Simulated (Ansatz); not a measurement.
Relaxation of `CCC(CC(C)OC(C)=O)OC(C)=O` with RKS PBE-D4/def2-SVP.

```sh
$ ansatz run in.yaml --threads 4 --pin off --events-out ev --progress --plain --max-ram 6963MiB
```

```yaml
crystal:
  periodic: [false, false, false]
  atoms:
    - {symbol: C, position_ang: [-2.562760, 2.042840, 1.214260]}
    - {symbol: C, position_ang: [-1.256810, 1.256620, 1.237580]}
    - {symbol: C, position_ang: [-1.129970, 0.312220, 0.043890]}
    - {symbol: C, position_ang: [0.166730, -0.505280, 0.050590]}
    - {symbol: C, position_ang: [1.450770, 0.315630, -0.053580]}
    - {symbol: C, position_ang: [1.552470, 1.115690, -1.346530]}
    - {symbol: O, position_ang: [2.528150, -0.635450, 0.005300]}
    - {symbol: C, position_ang: [3.705500, -0.198660, 0.460650]}
    - {symbol: C, position_ang: [4.736810, -1.295660, 0.424970]}
    - {symbol: O, position_ang: [3.904530, 0.922260, 0.848890]}
    - {symbol: O, position_ang: [-2.233020, -0.606720, 0.098430]}
    - {symbol: C, position_ang: [-2.659650, -1.121040, -1.057630]}
    - {symbol: C, position_ang: [-3.820780, -2.053300, -0.832130]}
    - {symbol: O, position_ang: [-2.177250, -0.864020, -2.129030]}
    - {symbol: H, position_ang: [-2.599920, 2.730010, 2.055730]}
    - {symbol: H, position_ang: [-2.650880, 2.617150, 0.294630]}
    - {symbol: H, position_ang: [-3.412010, 1.368290, 1.281510]}
    - {symbol: H, position_ang: [-0.415720, 1.950080, 1.220900]}
    - {symbol: H, position_ang: [-1.202940, 0.667280, 2.154330]}
    - {symbol: H, position_ang: [-1.213960, 0.867230, -0.898470]}
    - {symbol: H, position_ang: [0.198570, -1.095550, 0.969280]}
    - {symbol: H, position_ang: [0.142470, -1.196690, -0.794810]}
    - {symbol: H, position_ang: [1.563540, 0.988350, 0.805470]}
    - {symbol: H, position_ang: [2.527280, 1.594450, -1.403700]}
    - {symbol: H, position_ang: [1.427940, 0.458520, -2.203140]}
    - {symbol: H, position_ang: [0.789530, 1.886820, -1.374620]}
    - {symbol: H, position_ang: [4.864190, -1.636900, -0.599330]}
    - {symbol: H, position_ang: [4.397040, -2.136800, 1.023140]}
    - {symbol: H, position_ang: [5.677620, -0.917340, 0.811740]}
    - {symbol: H, position_ang: [-4.630800, -1.514610, -0.347770]}
    - {symbol: H, position_ang: [-3.510780, -2.863000, -0.176840]}
    - {symbol: H, position_ang: [-4.155880, -2.452430, -1.783690]}
basis:
  gaussian: {orbitals: def2-SVP}
hamiltonian: {xc: pbe, dispersion: d4}
scf: {lower_state_search: "off"}
output: {orbitals: {seedname: orbitals}}
relax: {f_tol: 0.03, max_steps: 70}
```

It took 28 s on 4 threads of Arm Neoverse V2 on a shared host.

Positions (Å) and forces (eV/Å) at steps 1, 2, 3, 4, 5, 6 of 6:

```xyz
32
step=1 energy=-18817.1634 eV
C    -2.563    2.043    1.214    0.597   -0.291    0.119
C    -1.257    1.257    1.238   -0.742   -0.137   -0.693
C    -1.130    0.312    0.044    0.590   -0.028    0.437
C     0.167   -0.505    0.051    0.032    0.561   -0.071
C     1.451    0.316   -0.054   -0.388    0.005   -0.331
C     1.552    1.116   -1.347    0.143   -0.380    0.637
O     2.528   -0.635    0.005   -0.571   -0.673   -0.351
C     3.705   -0.199    0.461    0.518   -0.695   -0.002
C     4.737   -1.296    0.425   -0.282    0.436    0.036
O     3.905    0.922    0.849    0.216    1.311    0.430
O    -2.233   -0.607    0.098   -0.028    0.184    0.982
C    -2.660   -1.121   -1.058   -0.720   -0.532    0.150
C    -3.821   -2.053   -0.832    0.403    0.295   -0.166
O    -2.177   -0.864   -2.129    0.572    0.309   -1.216
H    -2.600    2.730    2.056   -0.128    0.491    0.516
H    -2.651    2.617    0.295   -0.115    0.419   -0.591
H    -3.412    1.368    1.282   -0.594   -0.395    0.023
H    -0.416    1.950    1.221    0.556    0.318    0.050
H    -1.203    0.667    2.154    0.189   -0.323    0.569
H    -1.214    0.867   -0.898   -0.016    0.234   -0.390
H     0.199   -1.096    0.969    0.018   -0.343    0.480
H     0.142   -1.197   -0.795   -0.025   -0.391   -0.410
H     1.564    0.988    0.805    0.053    0.291    0.325
H     2.527    1.594   -1.404    0.552    0.361   -0.043
H     1.428    0.459   -2.203   -0.128   -0.398   -0.606
H     0.790    1.887   -1.375   -0.523    0.558   -0.089
H     4.864   -1.637   -0.599    0.095   -0.306   -0.640
H     4.397   -2.137    1.023   -0.199   -0.612    0.338
H     5.678   -0.917    0.812    0.549    0.213    0.222
H    -4.631   -1.515   -0.348   -0.554    0.289    0.373
H    -3.511   -2.863   -0.177    0.124   -0.535    0.476
H    -4.156   -2.452   -1.784   -0.192   -0.235   -0.565
32
step=2 energy=-18817.3306 eV
C    -2.580    2.057    1.219    0.240   -0.167   -0.007
C    -1.273    1.261    1.236   -0.200   -0.039   -0.201
C    -1.120    0.307    0.051    0.161    0.103    0.088
C     0.175   -0.513    0.053   -0.030    0.250    0.010
C     1.455    0.316   -0.063   -0.183    0.083   -0.080
C     1.560    1.128   -1.352    0.053   -0.172    0.216
O     2.536   -0.641   -0.004   -0.182   -0.301   -0.153
C     3.722   -0.203    0.466    0.339    0.018    0.052
C     4.753   -1.307    0.428   -0.106    0.169    0.044
O     3.923    0.931    0.855    0.003    0.174    0.072
O    -2.237   -0.607    0.105   -0.063    0.001    0.380
C    -2.671   -1.122   -1.063   -0.166   -0.239   -0.232
C    -3.832   -2.062   -0.832    0.138    0.131   -0.081
O    -2.182   -0.862   -2.145    0.077    0.074   -0.158
H    -2.633    2.749    2.075   -0.024    0.123    0.140
H    -2.670    2.651    0.294   -0.039    0.126   -0.167
H    -3.448    1.379    1.272   -0.174   -0.102   -0.002
H    -0.415    1.954    1.224    0.181    0.108    0.044
H    -1.201    0.670    2.167    0.066   -0.076    0.191
H    -1.201    0.864   -0.902   -0.007    0.061   -0.133
H     0.214   -1.108    0.983    0.033   -0.103    0.134
H     0.145   -1.218   -0.797   -0.029   -0.111   -0.110
H     1.571    0.994    0.803    0.027    0.088    0.102
H     2.538    1.632   -1.400    0.137    0.099   -0.003
H     1.443    0.472   -2.230   -0.035   -0.090   -0.181
H     0.778    1.903   -1.387   -0.152    0.155   -0.035
H     4.885   -1.658   -0.609    0.023   -0.089   -0.175
H     4.409   -2.165    1.026   -0.051   -0.179    0.085
H     5.706   -0.928    0.822    0.150    0.046    0.060
H    -4.657   -1.525   -0.337   -0.160    0.068    0.110
H    -3.522   -2.881   -0.164    0.032   -0.143    0.137
H    -4.170   -2.468   -1.795   -0.059   -0.066   -0.147
32
step=3 energy=-18817.3487 eV
C    -2.578    2.056    1.213    0.032    0.001    0.027
C    -1.271    1.261    1.237   -0.080    0.001   -0.046
C    -1.122    0.307    0.053    0.104    0.040    0.018
C     0.177   -0.508    0.058   -0.005   -0.013   -0.011
C     1.456    0.321   -0.066   -0.051    0.072   -0.039
C     1.558    1.137   -1.352    0.006   -0.009    0.025
O     2.543   -0.641   -0.017   -0.023   -0.077   -0.074
C     3.735   -0.200    0.456    0.070    0.030    0.196
C     4.761   -1.311    0.432   -0.007    0.025   -0.043
O     3.930    0.932    0.860   -0.009   -0.035   -0.068
O    -2.239   -0.616    0.112    0.011   -0.034    0.109
C    -2.675   -1.136   -1.064   -0.114    0.072   -0.158
C    -3.844   -2.068   -0.833    0.049   -0.018    0.006
O    -2.194   -0.861   -2.148    0.015   -0.039    0.065
H    -2.643    2.746    2.077   -0.013   -0.004   -0.012
H    -2.663    2.664    0.288    0.005   -0.011    0.015
H    -3.454    1.378    1.250    0.020    0.011   -0.003
H    -0.404    1.956    1.230   -0.013   -0.011   -0.003
H    -1.190    0.673    2.178   -0.002    0.011   -0.013
H    -1.205    0.861   -0.907   -0.011   -0.014    0.014
H     0.225   -1.104    0.993   -0.003    0.004   -0.014
H     0.140   -1.221   -0.792    0.015   -0.002    0.011
H     1.581    1.001    0.805    0.013   -0.014   -0.008
H     2.534    1.658   -1.394   -0.017   -0.005   -0.004
H     1.450    0.485   -2.243    0.002    0.013    0.018
H     0.764    1.909   -1.392    0.007   -0.007   -0.006
H     4.908   -1.666   -0.608    0.008   -0.007    0.015
H     4.403   -2.178    1.022   -0.004    0.022   -0.013
H     5.716   -0.940    0.843   -0.016   -0.009   -0.011
H    -4.670   -1.530   -0.325    0.021   -0.002   -0.007
H    -3.538   -2.898   -0.165   -0.016    0.003   -0.005
H    -4.192   -2.469   -1.801    0.005    0.002    0.017
32
step=4 energy=-18817.3492 eV
C    -2.584    2.045    1.206    0.034   -0.004    0.026
C    -1.271    1.261    1.232   -0.075    0.000   -0.043
C    -1.117    0.308    0.049    0.039   -0.015    0.038
C     0.182   -0.504    0.055   -0.005    0.000   -0.017
C     1.459    0.328   -0.066    0.006    0.009   -0.037
C     1.563    1.144   -1.351    0.000   -0.005    0.020
O     2.546   -0.637   -0.023   -0.031   -0.001   -0.035
C     3.738   -0.198    0.457    0.011   -0.012    0.155
C     4.757   -1.315    0.433    0.007    0.034   -0.033
O     3.935    0.933    0.863   -0.005   -0.025   -0.059
O    -2.235   -0.620    0.114    0.062    0.005    0.014
C    -2.675   -1.137   -1.063   -0.095    0.075   -0.068
C    -3.845   -2.063   -0.824    0.042   -0.019   -0.010
O    -2.195   -0.865   -2.148    0.016   -0.030    0.051
H    -2.663    2.725    2.077   -0.013    0.010    0.009
H    -2.667    2.663    0.288    0.003   -0.004   -0.003
H    -3.452    1.357    1.229    0.003    0.013    0.002
H    -0.408    1.960    1.226   -0.006   -0.004    0.004
H    -1.189    0.670    2.171    0.002    0.019   -0.001
H    -1.205    0.859   -0.912   -0.008   -0.014    0.008
H     0.230   -1.100    0.990   -0.003    0.000   -0.008
H     0.148   -1.217   -0.795    0.012   -0.010    0.003
H     1.585    1.003    0.806    0.014   -0.009   -0.007
H     2.540    1.662   -1.392   -0.008    0.002   -0.006
H     1.453    0.492   -2.241    0.000    0.014    0.007
H     0.772    1.920   -1.390   -0.005    0.001   -0.009
H     4.905   -1.665   -0.608    0.012   -0.015    0.001
H     4.384   -2.181    1.016    0.004    0.004   -0.006
H     5.713   -0.955    0.851   -0.002   -0.002   -0.002
H    -4.663   -1.517   -0.311    0.002   -0.005   -0.003
H    -3.538   -2.890   -0.154   -0.017   -0.013    0.006
H    -4.203   -2.467   -1.786    0.003    0.001    0.003
32
step=5 energy=-18817.3489 eV rejected
C    -2.582    2.057    1.209   -0.016    0.010   -0.009
C    -1.275    1.265    1.233    0.022    0.009    0.025
C    -1.119    0.308    0.053   -0.024    0.013   -0.019
C     0.179   -0.506    0.055   -0.012   -0.027    0.010
C     1.458    0.323   -0.068    0.004    0.013    0.024
C     1.562    1.143   -1.351    0.007    0.005   -0.015
O     2.543   -0.645   -0.020    0.003    0.007    0.043
C     3.733   -0.208    0.476    0.047    0.039   -0.197
C     4.762   -1.315    0.430   -0.020   -0.035    0.060
O     3.930    0.927    0.868   -0.025   -0.026    0.068
O    -2.239   -0.618    0.117   -0.021    0.020   -0.029
C    -2.687   -1.124   -1.065    0.106   -0.136    0.044
C    -3.842   -2.071   -0.829   -0.044    0.040    0.008
O    -2.197   -0.860   -2.146   -0.041    0.054   -0.003
H    -2.657    2.741    2.078    0.007   -0.020   -0.022
H    -2.662    2.673    0.288    0.003   -0.016    0.024
H    -3.457    1.376    1.234    0.023    0.018    0.000
H    -0.408    1.961    1.227   -0.020   -0.015   -0.004
H    -1.193    0.680    2.176   -0.007    0.011   -0.025
H    -1.208    0.858   -0.909    0.002   -0.010    0.018
H     0.229   -1.103    0.991   -0.002    0.013   -0.020
H     0.144   -1.220   -0.794    0.000    0.016    0.017
H     1.586    0.998    0.805   -0.001   -0.012   -0.019
H     2.537    1.667   -1.389   -0.020   -0.014   -0.002
H     1.457    0.494   -2.245    0.006    0.015    0.024
H     0.767    1.915   -1.392    0.018   -0.026    0.008
H     4.902   -1.662   -0.614   -0.017    0.026    0.028
H     4.407   -2.188    1.014    0.024    0.014   -0.017
H     5.720   -0.948    0.838   -0.028   -0.009   -0.004
H    -4.673   -1.539   -0.322    0.012   -0.024   -0.016
H    -3.529   -2.894   -0.155    0.006    0.032   -0.021
H    -4.188   -2.482   -1.793    0.008    0.015    0.022
32
step=6 energy=-18817.3511 eV
C    -2.583    2.052    1.208    0.006   -0.005   -0.008
C    -1.274    1.263    1.232    0.002    0.001    0.004
C    -1.117    0.306    0.052   -0.011    0.002   -0.003
C     0.182   -0.505    0.054   -0.003    0.006    0.007
C     1.459    0.325   -0.069    0.003    0.005    0.001
C     1.562    1.144   -1.352   -0.001   -0.004    0.004
O     2.545   -0.641   -0.025    0.001    0.003   -0.007
C     3.736   -0.203    0.465    0.005   -0.013    0.004
C     4.759   -1.315    0.432   -0.005    0.005    0.001
O     3.930    0.928    0.868   -0.003    0.000    0.002
O    -2.234   -0.622    0.117    0.007   -0.007   -0.004
C    -2.680   -1.132   -1.063   -0.016   -0.004    0.008
C    -3.844   -2.067   -0.826    0.007    0.003    0.000
O    -2.197   -0.860   -2.145    0.001    0.005   -0.001
H    -2.660    2.734    2.078    0.003   -0.002   -0.002
H    -2.666    2.668    0.288   -0.001   -0.001    0.002
H    -3.455    1.368    1.233   -0.001    0.005    0.001
H    -0.410    1.961    1.225    0.001   -0.001    0.001
H    -1.192    0.677    2.174    0.001    0.004    0.000
H    -1.207    0.856   -0.910   -0.001   -0.003    0.001
H     0.232   -1.102    0.989    0.001    0.000   -0.002
H     0.148   -1.219   -0.794   -0.002    0.002    0.002
H     1.588    0.999    0.804    0.002   -0.002   -0.003
H     2.537    1.665   -1.392   -0.003    0.000   -0.001
H     1.454    0.495   -2.244    0.001    0.003    0.000
H     0.769    1.917   -1.391    0.000   -0.004    0.000
H     4.908   -1.662   -0.610    0.001    0.001    0.003
H     4.395   -2.186    1.013    0.004    0.002   -0.003
H     5.715   -0.953    0.850   -0.003    0.000    0.000
H    -4.667   -1.528   -0.315    0.001   -0.004   -0.004
H    -3.535   -2.894   -0.156   -0.002    0.001   -0.002
H    -4.197   -2.471   -1.790    0.002    0.001    0.001
```
